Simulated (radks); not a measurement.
The numbers below are computed, except where a source is named.
Trend from N4+ to Bi4+: ionisation energy by Delta-SCF between NIST ground configurations, and size. Level of theory: scalar-relativistic Kohn-Sham, PBE, spin-polarised, spherical densities, point nucleus; open shells are filled with parallel spins first (spin-orbit coupling, left out, can overturn this in heavy ions) (a radial shooting solver on a logarithmic mesh with Libxc functionals).

species       configuration  configuration of the ion  IE (eV)  NIST (eV)       kind  -e(HOMO) (eV)  r at 0.001 e/bohr^3 (bohr)
N4+                [He] 2s1                      [He]   98.433     97.890       exp.    89.601 (2s)                        2.14
P4+                [Ne] 3s1                      [Ne]   65.663     65.025       exp.    59.547 (3s)                        2.75
As4+          [Ar] 3d10 4s1                 [Ar] 3d10   63.916       62.8       exp.    57.766 (4s)                        2.83
Sb4+          [Kr] 4d10 5s1                 [Kr] 4d10   55.723       55.0  semi-emp.    50.363 (5s)                        3.13
Bi4+     [Xe] 4f14 5d10 6s1            [Xe] 4f14 5d10   56.811      54.86       exp.    51.430 (6s)                        3.20

Reference values: NIST Atomic Spectra Database (exp. = measured, semi-emp. = semi-empirical, theory = theoretical value adopted there). Nuclear size, the Breit interaction and QED, all absent here, shift the 1s and 2s values of heavy ions.
